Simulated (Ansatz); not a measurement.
Reaction (ligand exchange at the Si–N bond): `[SiH3]N[SiH2][GaH2]` + `FB(F)N[SiH3]` → `FB(F)N([SiH3])[SiH3]` + `N[SiH2][GaH2]`

Isolated molecules relaxed with PBE0-D4/def2-TZVP in Ansatz; ΔE leaves out vibrations. CCSD(T)/CBS adds triple-zeta CCSD(T) − MP2 to the extrapolated MP2 energy (def2 sets, frozen cores). DFT in def2-TZVPP. For Ga outer-core shells are correlated without core-valence functions, which leaves a few kJ/mol of doubt a bond. Scalar relativity is left out up to krypton. Each species was taken in one conformer, which may not be the lowest.

| level | ΔE (kcal/mol) |
| --- | --- |
| ωB97X-V | 5.1 |
| ωB97M-V | 5.3 |

Q: What does CCSD(T)/CBS give? (Best estimate.)

A: Computed: +5.9 kcal/mol. The listed levels differ from it by -0.8, -0.6 kcal/mol.

Largest T1 diagnostic among the species: 0.013.

In def2-TZVPP, CCSD(T) changes the Hartree–Fock value by +2.7 kcal/mol (the triples alone add +0.3 kcal/mol) and MP2 by +2.9 kcal/mol. Leaving LDA and LC-ωPBE aside and taking each functional with its dispersion term where it has one, the values, not all of them listed here, spread over 1.4 kcal/mol, from ωB97X-V to PBE-D4. LDA lies +2.5 kcal/mol from PBE without D4. At CCSD(T), def2-SVP lies −1.0 kcal/mol from the extrapolated value and def2-TZVPP −0.1 kcal/mol.

CCSD(T)/CBS has its own doubt, a few kJ/mol and more with outer-core shells, so smaller differences from it don't rank the levels.
